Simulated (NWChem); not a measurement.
System: CH$_{4}$N$_{2}$SSr

Input file for NWChem:

```
start job
memory heap 200 mb stack 900 mb global 1100 mb
geometry units angstroms noautoz
  Sr     0.161637     0.320864    -0.343268
  S      0.025427     3.090025    -0.495458
  H     -0.092658     3.285522     0.838302
  C     -0.811124    -2.317540     0.017113
  N     -0.745840    -1.813499    -1.205730
  N     -0.394082    -1.626299     1.068023
  H     -1.225987    -3.336519     0.165646
  H     -1.113101    -2.446588    -1.907183
  H     -0.515326    -2.131476     1.938500
end
basis spherical
  * library def2-svp
end
ecp
  Sr library def2-ecp
end
dft
  xc xpbe96 cpbe96
  iterations 150
  vectors input atomic output neutral.movecs
end
task dft energy
charge 1
dft
  odft
  mult 2
  vectors input atomic output cation.movecs
end
task dft energy
```

All runs use the structure optimised with PBE0/def2-SVP. Not confirmed as a minimum by frequencies. def2 effective core potentials on Sr; no spin-orbit coupling.

Ions are spin-unrestricted doublets at the neutral geometry; other ion states weren't tried.

Question: Give the results of this calculation. (PBE/def2-SVP with def2 effective core potentials on Sr, vertical spin-unrestricted ions.) Quantities: vertical ionisation energy, ΔSCF (eV); −ε(HOMO) (eV).

Answer: 
| Quantity | Value |
|---|---|
| vertical ionisation energy, ΔSCF (eV) | 7.41 |
| −ε(HOMO) (eV) | 4.57 |
